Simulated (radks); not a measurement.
I I, 53 electrons, occupied as [Kr] 4d10 5s2 5p5. Calculated with a radial shooting solver on a logarithmic mesh with Libxc functionals: Dirac Kohn-Sham, AM05, spin-unpolarised, spherical densities, point nucleus; open shells are shared between the two j in proportion to 2j + 1. Some entries of the table are withheld. Estimate them.

orbital,occ.,eigenvalue (eV),r(max) (bohr)
1s1/2,2,-32926.49,0.01755
2s1/2,2,-5086.446,0.09933
2p1/2,2,-4773.643,0.07615
2p3/2,4,-4475.396,0.08095
3s1/2,2,-1026.144,0.2861
3p1/2,2,-896.7665,0.2724
3p3/2,4,-840.6429,0.2832
3d3/2,4,-612.2959,0.2298
3d5/2,6,-600.4814,0.2329
4s1/2,2,-179.9511,0.6808
4p1/2,2,-134.7828,0.6986
4p3/2,4,-123.7835,0.7232
4d3/2,4,(1),0.7737
4d5/2,6,(2),0.7824
5s1/2,2,-17.3954,1.703
5p1/2,1.66667,(3),1.966
5p3/2,3.33333,(4),2.058

Answer. 
(1) 4d3/2 eigenvalue (eV): -51.1555
(2) 4d5/2 eigenvalue (eV): -49.4348
(3) 5p1/2 eigenvalue (eV): -7.7606
(4) 5p3/2 eigenvalue (eV): -6.7417
